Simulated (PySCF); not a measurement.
**Radial density of Rb (rubidium, neutral)**

UHF, [Kr] 5s1, 2S determinant. Computed with PySCF 2.14 in aug-cc-pVDZ-X2C (7s6p4d, 45 functions), with scalar relativity by spin-free X2C-1e.

```tsv
r (bohr)	4πr²ρ (e/bohr)	4πr²(ρα − ρβ)
0.0295	46.20	0.0009
0.0496	39.07	-0.0004
0.0834	44.95	0.0011
0.140	54.48	0.0028
0.236	32.63	0.0003
0.397	39.36	0.0071
0.667	20.15	0.0015
1.12	6.772	0.0228
1.89	4.092	-0.0035
3.18	0.5726	0.1366
5.34	0.2039	0.2003
8.98	0.04263	0.0426
15.1	0.0005524	0.0006
```

Densities and radii are taken from the X2C orbitals without a picture-change correction, which distorts them close to the nucleus.

Task: Where is the radial spin density 4πr²(ρα − ρβ) most negative, and why is it negative at all?

Result: Around r = 1.89 bohr, down to -0.0035 e/bohr: exchange with the open shell polarises the paired shells in an unrestricted calculation.
